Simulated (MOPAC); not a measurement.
Job for MOPAC: PM7 on PO-, 2S+1 = 3, a spin state set in the input, which need not be the lowest, a point of a bond scan (R = 1.549 Å). Charge -1.

```
PM7 1SCF PRECISE CHARGE=-1 UHF MS=1 THREADS=1
OP

O      0.00000000 1     0.00000000 1     0.00000000 1
P      0.00000000 1     0.00000000 1     1.54853500 1
```

Output:

```
*******************************************************************************
 **                                                                           **
 **                              MOPAC v23.2.5                                **
 **                                                                           **
 *******************************************************************************
 ** MOPAC's Digital Object Identifier: https://doi.org/10.5281/zenodo.6511958 **
 **                                                                           **
 ** Please cite the open-source release paper for use of this MOPAC version:  **
 ** J. E. Moussa and J. J. P. Stewart (2026)                                  **
 ** MOPAC: An open-source semiempirical molecular orbital program             **
 ** J. Open Source Softw., 11(119), 8025, https://doi.org/10.21105/joss.08025 **
 *******************************************************************************

                              PM7 CALCULATION RESULTS

 *******************************************************************************
 *  PM7        - The PM7 Hamiltonian to be used
 *  UHF        - UNRESTRICTED HARTREE-FOCK CALCULATION
 *
 *
 *
 *                 CHARGE ON SYSTEM = -1
 *
 *
 *
 *  MS=        - IN MECI, MAGNETIC COMPONENT OF SPIN =  1.0
 *  PRECISE    - TIGHTER CRITERIA TO BE USED
 *  1SCF       - DO 1 SCF AND THEN STOP
 *  THREADS=1  - MULTI-THREADING NOT USED
 *  T=         - A TIME OF 172800.0 SECONDS REQUESTED
 *  DUMP=N     - RESTART FILE WRITTEN EVERY 7200.0 SECONDS REQUESTED
 *******************************************************************************
PM7 1SCF PRECISE CHARGE=-1 UHF MS=1 THREADS=1
 OP

   ATOM   CHEMICAL          X               Y               Z
  NUMBER   SYMBOL      (ANGSTROMS)     (ANGSTROMS)     (ANGSTROMS)

     1       O          0.00000000  *   0.00000000  *   0.00000000  *
     2       P          0.00000000  *   0.00000000  *   1.54853500  *



          CARTESIAN COORDINATES

    NO.       ATOM           X           Y           Z

     1         O          0.0000      0.0000      0.0000
     2         P          0.0000      0.0000      1.5485

 General Reference for PM7:
 "Optimization of Parameters for Semiempirical Methods VI: More Modifications to the
 NDDO Approximations and Re-optimization of Parameters", J. J. P. Stewart, J. Mol. Mod., 1:32, 19 (2013)
 https://link.springer.com/article/10.1007/s00894-012-1667-x

           Empirical Formula: O P  =     2 atoms



      MOLECULAR POINT GROUP   :   C*v


          UHF CALCULATION, NO. OF ALPHA ELECTRONS =    7
                           NO. OF BETA  ELECTRONS =    5

 -------------------------------------------------------------------------------
 PM7 1SCF PRECISE CHARGE=-1 UHF MS=1 THREADS=1
 OP



     1SCF WAS SPECIFIED, SO BFGS WAS NOT USED
     SCF FIELD WAS ACHIEVED


                              PM7 CALCULATION
                                                       MOPAC v23.2.5 Linux




          FINAL HEAT OF FORMATION =        -89.90345 KCAL/MOL =    -376.15605 KJ/MOL


          COSMO AREA              =         66.07 SQUARE ANGSTROMS
          COSMO VOLUME            =         48.65 CUBIC ANGSTROMS

          IONIZATION POTENTIAL    =          4.389465 EV
          ALPHA SOMO LUMO (EV)    =         -4.389  3.547
          BETA  SOMO LUMO (EV)    =         -7.557  2.027
          NO. OF ALPHA ELECTRONS  =          7
          NO. OF BETA  ELECTRONS  =          5
          MOLECULAR WEIGHT        =         46.9732         POINT GROUP:  C*v

          MOLECULAR DIMENSIONS (Angstroms)

            Atom       Atom       Distance
            P     2    O     1     1.54853
            P     2    O     1     0.00000
            O     1    P     2     0.00000


          SCF CALCULATIONS        =          1





   ATOM   CHEMICAL          X               Y               Z
  NUMBER   SYMBOL      (ANGSTROMS)     (ANGSTROMS)     (ANGSTROMS)

     1       O          0.00000000  *   0.00000000  *   0.00000000  *
     2       P          0.00000000  *   0.00000000  *   1.54853500  *

                             CARTESIAN COORDINATES

   1    O        0.000000000     0.000000000     0.000000000
   2    P        0.000000000     0.000000000     1.548535000


           Empirical Formula: O P  =     2 atoms



      MOLECULAR POINT GROUP   :   C*v


          ALPHA EIGENVALUES
 -40.10401 -25.01638 -10.40467 -10.40467  -8.97385  -4.38946  -4.38946   3.54729
 113.70509 113.70509 113.80949 113.80949 114.06668


           BETA EIGENVALUES
 -37.99134 -21.97388  -8.23610  -7.55717  -7.55717   2.02688   2.02688   4.74885
 113.72184 113.72184 113.97615 113.97615 114.09104


              NET ATOMIC CHARGES AND DIPOLE CONTRIBUTIONS

  ATOM NO.   TYPE          CHARGE      No. of ELECS.   s-Pop       p-Pop       d-Pop
    1          O          -0.226410        6.2264     1.91542     4.31099
    2          P          -0.773590        5.7736     1.94909     3.79640     0.02810
 DIPOLE           X         Y         Z       TOTAL
 POINT-CHG.     0.000     0.000    -0.849     0.849
 HYBRID         0.000     0.000    -0.149     0.149
 SUM            0.000     0.000    -0.998     0.998


          ATOMIC ORBITAL ELECTRON POPULATIONS

     Atom    s        px        py        pz      x^2-y^2     xz        z^2       yz        xy
    1  O   1.91542   1.63334   1.63334   1.04431
    2  P   1.94909   1.35840   1.35840   1.07959   0.00000   0.00826   0.01159   0.00826   0.00000


                    (SZ)    =    1.000000
                    (S**2)  =    2.009566


          ATOMIC ORBITAL SPIN POPULATIONS

    Atom   Total    s     px     py     pz   x^2-y^2  xz     z^2    yz     xy
         Atomic
    1  O  0.6490  0.022  0.357  0.357 -0.087
    2  P  1.3510 -0.000  0.642  0.642  0.065  0.000  0.002 -0.000  0.002  0.000

 **********************
 *                    *
 * JOB ENDED NORMALLY *
 *                    *
 **********************




 == MOPAC DONE ==
```

The run finished.

Cost: very roughly 0.04 core-seconds.
